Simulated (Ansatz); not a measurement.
Molecule (SMILES): Cl[C]Cl (closed-shell singlet).
Atoms: Cl1, C2, Cl3. Bonds: Cl1-C2, C2-Cl3.

Basis-set convergence of the lowest harmonic wavenumber at PBE with Ansatz (an electronic-structure program). Each level at its own minimum, finite differences of forces, unscaled; the reference is a large set that could be run, not a limit. Cartesian d functions, on some or all atoms, in 6-311G**; all else is spherical. The program fits the integrals of some runs and decomposes those of others, by size. No added dispersion term, no relativity. Reference: the value in aug-pcseg-2, 319 cm⁻¹. Deviations are taken from unrounded values.

| basis | functions | lowest harmonic wavenumber (cm⁻¹) | minus reference (cm⁻¹) |
|---|---|---|---|
| 6-31G | 35 | 272 | -47 |
| pcseg-1 | 50 | 309 | -10 |
| cc-pV(D+d)Z | 60 | 317 | -1 |
| 6-311G** | 72 | 313 | -5 |
| def2-SVPD | 74 | 320 | 2 |
| aug-cc-pV(D+d)Z | 87 | 320 | 1 |
| 6-311++G(2d,2p) | 97 | 316 | -2 |
| jun-cc-pV(T+d)Z | 135 | 319 | 0 |
| aug-pcseg-2 | 146 | 319 | 0 |
